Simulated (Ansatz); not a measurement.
Reaction (SMILES): N[SiH2]N[SiH2] -> [SiH2-]N[SiH2]N (an electron is taken up)

Wanted: adiabatic electron affinity (0 K, with zero-point energies), in eV. Positive where the reaction releases energy. Terms: dispersion terms only where a functional's name holds one; valence correlation only; open shells spin-unrestricted; non-relativistic; no spin-orbit coupling. CBS marks a two-point X^-3 extrapolation of the correlation energy; Hartree-Fock from the larger set. The bracket is a focal-point correction in the basis named. Ab initio and DFT rows: single points at B3LYP-D3(BJ) geometries (Ansatz, a first-principles code), with unscaled harmonic terms from B3LYP/6-31G* (Ansatz) at its own minima. Sets without +, aug- or the D of def2-TZVPD hold no diffuse functions, which anions need.

| species | coefficient | E at HF/STO-3G (Ansatz), Eh | E at PBE0/def2-TZVPD (Ansatz), Eh | zero-point energy, kcal/mol |
|---|---|---|---|---|
| N[SiH2]N[SiH2] | +1 | -682.75409 | -692.41991 | 47.40 |
| N[SiH2]N[SiH2-] | -1 | -682.59621 | -692.46177 | 46.25 |

Coupled cluster (Ansatz) is a level with limits of its own, used here on species with T1 under 0.025 (0.045 for open shells) and stable references: RI-MP2/CBS(aug-cc-pV(T+d)Z,aug-cc-pV(Q+d)Z)+[CCSD(T)-MP2]/aug-cc-pV(T+d)Z. Value to compare with, RI-MP2/CBS(aug-cc-pV(T+d)Z,aug-cc-pV(Q+d)Z)+[CCSD(T)-MP2]/aug-cc-pV(T+d)Z (Ansatz): 1.37 eV. 1 Eh = 27.2114 eV and 1 eV = 23.0605 kcal/mol.

Question: Compute it at each level from the table, and compare with RI-MP2/CBS(aug-cc-pV(T+d)Z,aug-cc-pV(Q+d)Z)+[CCSD(T)-MP2]/aug-cc-pV(T+d)Z (Ansatz).

Answer: 
- HF/STO-3G: the sum of coefficient times E is -0.15788 Eh, or -4.296 eV; the thermal terms add 0.050. Result: -4.25 eV. Its difference against RI-MP2/CBS(aug-cc-pV(T+d)Z,aug-cc-pV(Q+d)Z)+[CCSD(T)-MP2]/aug-cc-pV(T+d)Z (Ansatz) is -5.62 eV.
- PBE0/def2-TZVPD: the sum of coefficient times E is 0.04186 Eh, or 1.139 eV; the thermal terms add 0.050. Result: 1.19 eV. Its difference against RI-MP2/CBS(aug-cc-pV(T+d)Z,aug-cc-pV(Q+d)Z)+[CCSD(T)-MP2]/aug-cc-pV(T+d)Z (Ansatz) is -0.18 eV.
